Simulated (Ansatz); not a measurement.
Two isomers of C2H4FNOSi: A = `O[SiH]1C=C(F)N1`, B = `OC1([SiH3])N=C1F`.

Calculated with Ansatz (gas phase, PBE0-D4/def2-TZVP geometries, no zero-point term in ΔE). CCSD(T)/CBS adds triple-zeta CCSD(T) − MP2 to the extrapolated MP2 energy (def2 sets, frozen cores). DFT in def2-TZVPP. One conformer a species, not always the lowest.

Problem. Which isomer does CCSD(T)/CBS put lower? Give the gap. (An estimate is asked.)

Solution. Ansatz gave: A, by 364.1 kJ/mol.

Problem. Give E(B) − E(A) in kJ/mol with HF/def2-TZVPP, PBE-D4, CCSD/def2-TZVPP, PBE0-D4, CCSD(T)/def2-SVP, B2PLYP, LDA (SPW92). (An estimate is asked.)

Solution. Computed: HF/def2-TZVPP 373.9, PBE-D4 336.7, CCSD/def2-TZVPP 360.7, PBE0-D4 358.6, CCSD(T)/def2-SVP 301.3, B2PLYP 355.9, LDA (SPW92) 362.9. None reverses the order clearly.

Problem. Does the order hold for the free energy at 298.15 K (harmonic terms from PBE0-D4)? (An estimate is asked.)

Solution. Computed: Yes: G(B) − G(A) = +341.8 kJ/mol, for one conformer each.

Largest T1 diagnostic: 0.013.

In def2-TZVPP, CCSD(T) changes the Hartree–Fock value by −20.0 kJ/mol (the triples alone add −6.9 kJ/mol) and MP2 by −9.6 kJ/mol. From BLYP to BHLYP (50 % exact exchange), in def2-TZVPP and without D4, E(B) − E(A) moves by +44.7 kJ/mol.
